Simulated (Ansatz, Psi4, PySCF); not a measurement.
CH3S (SMILES [CH2-]S), charge -1, singlet, at a GFN2-xTB geometry (in this run its highest filled SCF level lies above zero, so its values depend strongly on the basis, on diffuse functions most of all). Base run: PySCF with PBE/def2-SVP.

The PySCF input:
```python
from pyscf import gto, scf, dft

mol = gto.M(
    atom='''
C    -0.183104    1.161382    0.015056
S    -0.047967   -0.563722   -0.011490
H     1.296026   -1.143098    0.019279
H     0.257558    1.581188    0.936323
H     0.312515    1.613166   -0.862102
''',
    basis='def2-svp',
    charge=-1,
    spin=0,
    verbose=4,
)

mf = dft.RKS(mol)
mf.xc = 'pbe'
mf.kernel()
```

The same geometry, method and basis name were run in Ansatz (a quantum-chemistry and plane-wave program) and Psi4 and PySCF, at each program's defaults and at the settings that a row names. The base is PySCF at its defaults. Differences at the defaults can come from grids, fitting, cores and function types together.

```
code and settings                                                                             ΔE vs base (µEh)  basis functions      E (Eh)  SCF cycles
--------------------------------------------------------------------------------------------  ----------------  ---------------  ----------  ----------
PySCF, defaults (exact integrals, its default grid, spherical functions)                                   0.0               47  -437.64840          10
Psi4, defaults (density fitting with its default set, its default grid, spherical functions)               ___               47  -437.64848           9
Ansatz, defaults (factorised integrals, its default grid, spherical functions)                            -1.2               47  -437.64840           -
PySCF, density fitting with def2-universal-jkfit                                                         -76.0               47  -437.64848          10
PySCF, fine grid                                                                                           0.1               47  -437.64840          10
Psi4, exact integrals, spherical functions, fine grid                                                      0.1               47  -437.64840          12
Ansatz, high accuracy                                                                                      0.1               47  -437.64840           -
```

### Question
Fill in the missing entries.

### Answer

- Psi4, defaults (density fitting with its default set, its default grid, spherical functions), ΔE vs base (µEh): -77.0
